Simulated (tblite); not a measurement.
Species: C3H10NSi (doublet state).
SMILES with atom numbers: `[CH2:1][C@H:2]([CH3:3])[NH:4][SiH3:5]` (hydrogens: H6, H7 on C1; H8 on C2; H9, H10, H11 on C3; H12 on N4; H13, H14, H15 on Si5)

Computed with GFN2-xTB (tblite), gas phase: L-BFGS steps from a force-field or distance-geometry start until the largest atomic force falls under 0.01 eV/Å.

Step 21: E = -438.3648 eV
```
atom  x, y, z in Å  |  force x, y, z in eV/Å
C1     -1.1015   -0.9108   -1.4336   -0.001  -0.011   0.009
C2     -0.5483   -0.4498   -0.1464    0.052   0.025  -0.002
C3     -1.4345    0.6024    0.5200   -0.009   0.009   0.010
N4      0.7961    0.0732   -0.4093   -0.006  -0.002  -0.005
Si5     2.0561    0.1660    0.7553   -0.045   0.001  -0.015
H6     -1.6393   -0.2257   -2.0625   -0.003  -0.006   0.013
H7     -0.7685   -1.8364   -1.8598    0.025  -0.005  -0.015
H8     -0.4089   -1.2978    0.5349   -0.015   0.020  -0.011
H9     -1.0161    0.8860    1.4817    0.006   0.008   0.022
H10    -2.4364    0.2095    0.6700   -0.019  -0.002   0.010
H11    -1.4952    1.4904   -0.1058   -0.020   0.002  -0.017
H12     0.7711    0.7753   -1.1348    0.003  -0.003   0.001
H13     2.1392   -1.1663    1.3504    0.021  -0.018  -0.003
H14     1.8509    1.1416    1.8417    0.001  -0.006  -0.009
H15     3.2307    0.5504   -0.0237    0.009  -0.012   0.012
```

Step 22: E = -438.3650 eV
```
atom  x, y, z in Å  |  force x, y, z in eV/Å
C1     -1.1013   -0.9108   -1.4323   -0.004  -0.011  -0.006
C2     -0.5479   -0.4477   -0.1464    0.050   0.010   0.001
C3     -1.4348    0.6027    0.5206   -0.016   0.017   0.006
N4      0.7965    0.0736   -0.4099   -0.012   0.005  -0.009
Si5     2.0557    0.1643    0.7555   -0.041   0.009  -0.014
H6     -1.6397   -0.2274   -2.0620   -0.012   0.006   0.008
H7     -0.7654   -1.8345   -1.8594    0.030  -0.016  -0.013
H8     -0.4095   -1.2950    0.5350   -0.005   0.003   0.003
H9     -1.0163    0.8870    1.4820    0.005   0.010   0.023
H10    -2.4360    0.2084    0.6702   -0.023  -0.007   0.017
H11    -1.4985    1.4899   -0.1054   -0.014   0.018  -0.023
H12     0.7725    0.7740   -1.1374    0.007  -0.007   0.010
H13     2.1385   -1.1690    1.3491    0.020  -0.011  -0.003
H14     1.8519    1.1415    1.8408   -0.002  -0.012  -0.005
H15     3.2299    0.5509   -0.0223    0.017  -0.015   0.007
```

Problem. Estimate the geometry and energy of step 23. (The exact step hangs on the optimiser's Hessian estimate; all steps are aligned on step 22, rigid shifts and turns removed.)

Solution. E = -438.3653 eV, largest force 0.036 eV/Å
```
atom  x, y, z in Å  |  force x, y, z in eV/Å
C1     -1.1012   -0.9109   -1.4312   -0.002  -0.011  -0.016
C2     -0.5470   -0.4457   -0.1464    0.018  -0.002   0.000
C3     -1.4352    0.6034    0.5212   -0.017   0.019   0.001
N4      0.7968    0.0741   -0.4108   -0.009  -0.003   0.004
Si5     2.0549    0.1626    0.7555   -0.022   0.010  -0.012
H6     -1.6404   -0.2289   -2.0614   -0.017   0.011   0.005
H7     -0.7620   -1.8330   -1.8593    0.030  -0.017  -0.010
H8     -0.4104   -1.2926    0.5353    0.007  -0.009   0.013
H9     -1.0166    0.8882    1.4826    0.000   0.011   0.014
H10    -2.4359    0.2073    0.6706   -0.015  -0.009   0.021
H11    -1.5018    1.4898   -0.1055   -0.008   0.025  -0.020
H12     0.7739    0.7730   -1.1390    0.007   0.007  -0.002
H13     2.1385   -1.1717    1.3479    0.016   0.001  -0.006
H14     1.8524    1.1413    1.8394   -0.007  -0.015   0.002
H15     3.2295    0.5511   -0.0208    0.018  -0.019   0.004
```

The energy changes by -0.0002 eV. The first-order estimate −F·Δx gives -0.0003 eV and the mean of the old and new forces, exact on a quadratic surface, -0.0002 eV. The step makes an angle of 68° with the force vector and moves no atom by more than 0.004 Å.

The cost below is that of the whole relaxation. On an Intel Xeon at 2.50 GHz with one thread, no GPU (shared host), this took 1.1 s wall, 0.97 s CPU.
